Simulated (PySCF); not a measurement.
Static response to an electric field

(LiSH)3 ring, H3Li3S3.
Geometry (PBE0-D3(BJ)/def2-SVP, Å), atoms numbered from 1 in this order:
```xyz
9
H3Li3S3 angstrom
Li    -0.233    1.831   -0.579
S     -1.986    1.390    0.858
Li    -1.396   -0.827    1.075
S      0.103   -2.469    0.475
Li     1.405   -1.087   -0.820
S      1.614    1.026   -1.704
H     -1.377    1.819    1.987
H      0.855   -2.458    1.598
H      1.015    0.776   -2.890
```

Level: CAM-B3LYP/def2-SVPD (PySCF), static field, nuclei fixed, core orbitals frozen in the response. The polarisability tensor in these axes (au):

```
x    99.25  -2.95  -9.49
y    -2.95 104.99  -3.84
z    -9.49  -3.84  93.60
```

**Question.** Give the principal values, the mean and the anisotropy Δα = √{½[(α1 − α2)² + (α2 − α3)² + (α1 − α3)²]}.

**Answer.** Principal values 85.33, 106.15 and 106.35 au; mean 99.28 au = 14.71 Å³ = 16.37 × 10⁻⁴⁰ C²·m²/J; Δα = 20.92 au (21 % of the mean).

**Question.** What is the dipole moment, and where does it point?

**Answer.** (0.42, -0.01, 0.54) D, 0.68 D in size, pointing from the negative to the positive side. Measured along this direction, the outermost atoms are H9 at the negative end and H8 at the positive end.

**Question.** Traceless (Buckingham) quadrupole moment about the centre of nuclear charge: eigenvalues?

**Answer.** -8.64, -7.03, 15.66 D·Å. The values depend on the origin, since the dipole doesn't vanish. The electronic extent ⟨r²⟩ about the same centre is 1460 bohr², a root-mean-square distance of 2.61 Å for the 60 electrons.

**Question.** Find the Langevin capture rate constant for O2+ (31.990 u) meeting this molecule (119.988 u), k = 2.342 × 10⁻⁹ cm³/s × √(α in Å³ / reduced mass in u).

**Answer.** The reduced mass is 25.26 u, so k = 1.79 × 10⁻⁹ cm³/s. The formula leaves out the permanent dipole, which adds to the capture rate.

**Question.** In TDDFT the mean static polarisability is Σ f/ω² over all singlet excitations (ω in hartree). How much of it do the 10 lowest give? Their energies (eV) and oscillator strengths: 5.41, 0.0690; 5.44, 0.0810; 5.74, 0.0033; 5.76, 0.0054; 5.82, 0.1300; 5.84, 0.1315; 6.00, 0.0007; 6.07, 0.0004; 6.36, 0.0080; 6.40, 0.0003.

**Answer.** They add up to 9.83 au, 9.9 % of the 99.28 au; the largest single term is 2.85 au, from the state at 5.84 eV. Terms in order: 1.75, 2.03, 0.07, 0.12, 2.84, 2.85, 0.01, 0.01, 0.15, 0.00 au. Higher excitations give the rest. The strengths listed sum to 0.429.

**Question.** How large is μ²/3kT at 273 K beside α?

**Answer.** In Gaussian units μ²/3kT = 4.07 Å³ against 14.71 Å³, a ratio of 0.28; the Debye molar polarisation (4π/3)N_A(α + μ²/3kT) is 47.4 cm³/mol, leaving out the vibrational part.

Geometry: PBE0-D3(BJ)/def2-SVP, one conformer, isolated molecule.
